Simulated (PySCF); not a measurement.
## Orbital levels and atomic charges: 2x2x5 CaS rock-salt block (Ca10S10)

System: 2x2x5 CaS rock-salt block (Ca10S10).

Cartesian coordinates (Å):
```
  1 Ca   -1.220   -1.220   -5.370
  2 S    -1.435   -1.435   -2.705
  3 Ca   -1.333   -1.333    0.000
  4 S    -1.434   -1.434    2.706
  5 Ca   -1.220   -1.220    5.369
  6 S    -1.430    1.430   -5.487
  7 Ca   -1.356    1.356   -2.740
  8 S    -1.452    1.453    0.000
  9 Ca   -1.356    1.356    2.740
 10 S    -1.431    1.430    5.486
 11 S     1.430   -1.430   -5.487
 12 Ca    1.356   -1.356   -2.740
 13 S     1.453   -1.453    0.000
 14 Ca    1.356   -1.356    2.740
 15 S     1.430   -1.430    5.487
 16 Ca    1.220    1.220   -5.370
 17 S     1.434    1.434   -2.706
 18 Ca    1.333    1.333    0.000
 19 S     1.435    1.434    2.706
 20 Ca    1.219    1.220    5.370
```

Method: PBE0/def2-SVP, gas phase, PySCF, fitting set def2-universal-JFIT up to Ne and JKFIT beyond, grid level 1.

Task: Give the orbital energies near the gap.

Result: 
```
orbital     eV
 HOMO-4  -6.00
 HOMO-3  -5.90
 HOMO-2  -5.87
 HOMO-1  -5.85
   HOMO  -5.84
   LUMO  -1.13
 LUMO+1  -1.04
 LUMO+2  -0.75
 LUMO+3  -0.75
```

Task: Give the partial charges of the non-hydrogen atoms.

Result: 
| atom | Mulliken | IAO | Hirshfeld |
| --- | --- | --- | --- |
| Ca1 | 0.76 | 1.64 | 0.51 |
| S2 | -0.81 | -1.62 | -0.40 |
| Ca3 | 0.79 | 1.62 | 0.40 |
| S4 | -0.81 | -1.62 | -0.40 |
| Ca5 | 0.76 | 1.64 | 0.51 |
| S6 | -0.73 | -1.64 | -0.50 |
| Ca7 | 0.78 | 1.61 | 0.40 |
| S8 | -0.80 | -1.62 | -0.41 |
| Ca9 | 0.78 | 1.61 | 0.40 |
| S10 | -0.73 | -1.64 | -0.50 |
| S11 | -0.73 | -1.64 | -0.50 |
| Ca12 | 0.78 | 1.61 | 0.40 |
| S13 | -0.80 | -1.62 | -0.41 |
| Ca14 | 0.78 | 1.61 | 0.40 |
| S15 | -0.73 | -1.64 | -0.50 |
| Ca16 | 0.76 | 1.64 | 0.51 |
| S17 | -0.81 | -1.62 | -0.40 |
| Ca18 | 0.79 | 1.62 | 0.40 |
| S19 | -0.81 | -1.62 | -0.40 |
| Ca20 | 0.76 | 1.64 | 0.51 |
